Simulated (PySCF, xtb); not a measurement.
Al(F)(Br)(vinyl) (C2H3AlBrF), SMILES C=[CH][Al]([F])[Br]. The values are those of a single conformer.

Harmonic wavenumbers (cm⁻¹) from xtb with GFN2-xTB at its own minimum, in rising order: 78, 101, 136, 198, 268, 389, 428, 645, 803, 927, 966, 1028, 1220, 1401, 1618, 2965, 3045, 3061.

What does PySCF with PBE-D3(BJ)/def2-SVP give at its own minimum? (The exact figures need the calculation; the answer reports its results.)

82, 91, 178, 207, 293, 372, 460, 655, 860, 960, 968, 1015, 1218, 1370, 1598, 3036, 3067, 3128. Paired by order, the mean absolute difference is 26 cm⁻¹ and the zero-point energies are 27.6 and 28.0 kcal/mol.
